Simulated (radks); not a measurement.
The lead ion Pb56+, configuration [Ar] 3d8 (the NIST ground configuration).

All-electron calculation, non-relativistic Kohn-Sham, PBE, spin-polarised, spherical densities, point nucleus; open shells are filled with parallel spins first (spin-orbit coupling, left out, can overturn this in heavy ions); relativity is left out, which matters for an element this heavy. Program: a radial shooting solver on a logarithmic mesh with Libxc functionals.

Energy parts (Ry):
part                       energy
total                 -33721.4445
kinetic                33718.5468
electron-nucleus      -72230.2864
Hartree                 5257.6952
exchange-correlation    -467.4001

Orbitals (lengths in bohr, moments of r in powers of bohr):
orbital,occ.,eigenvalue (Ry),<1/r>
1s up,1,-6057.753,81.45
1s down,1,-6057.742,81.45
2s up,1,-1224.245,19.28
2s down,1,-1223.415,19.29
2p up,3,-1189.483,19.30
2p down,3,-1188.882,19.31
3s up,1,-459.3810,7.782
3s down,1,-458.6867,7.773
3p up,3,-443.9206,7.737
3p down,3,-443.1602,7.727
3d up,5,-416.4604,7.648
3d down,3,-415.4551,7.641

The highest occupied level is 3d down at -5652.6 eV. Summed over all electrons, <r^2> = 0.5684 bohr^2, which gives a Langevin (diamagnetic) susceptibility term of -0.45 x 10^-6 cm^3/mol. Virial ratio -V/T = 2.00009. The density falls to 0.001 e/bohr^3 at r = 0.58 bohr. Spin moment in Bohr magnetons: 2. For comparison, the ionisation energy in NIST's Atomic Spectra Database is 5703 eV (theoretical). In exact Kohn-Sham theory the highest level is minus the ionisation energy, but local and semilocal functionals leave it too shallow, through self-interaction and a potential that decays too fast; potentials with the right tail come closer. The electron density at the nucleus is 3.947e+05 e/bohr^3.
